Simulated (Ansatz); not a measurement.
Wavefunction ladder for C₂H₅BCl₂O

```xyz
11

C     0.627   -0.455   -1.422
B     0.535    0.389   -0.087
C    -0.540   -0.037    0.993
O    -0.403    0.226    2.246
Cl   -0.579    1.980   -0.275
Cl   -1.986   -0.866    0.600
H    -0.347   -0.681   -1.864
H     1.148   -1.403   -1.248
H     1.207    0.093   -2.169
H     1.549    0.709    0.473
H    -1.211    0.044    2.752
```

Total charge 0; spin multiplicity 1. The bonds changed during the relaxation, so this is another structure than the one it started from. The structure was optimised at the PBE0-D4/def2-TZVP level. It is one conformer, not always the lowest. Frozen core, restricted reference, Ansatz 0.2.0. CBS rows extrapolate triple and quadruple zeta; past MP2 they add the triple-zeta difference.

| basis | HF (Eh) | MP2 corr. | CCSD corr. | (T) | CCSD(T) total |
| --- | --- | --- | --- | --- | --- |
| def2-SVP | -1096.75132 | -0.82469 | -0.88121 | -0.02701 | -1097.65954 |
| def2-TZVPP | -1097.27490 | -1.06760 | -1.12091 | -0.05080 | -1098.44661 |
| def2-QZVPP | -1097.30840 | -1.15418 | – | – | – |
| CBS(def2) | -1097.31302 | -1.21832 | -1.27163 | as TZ | -1098.63545 |
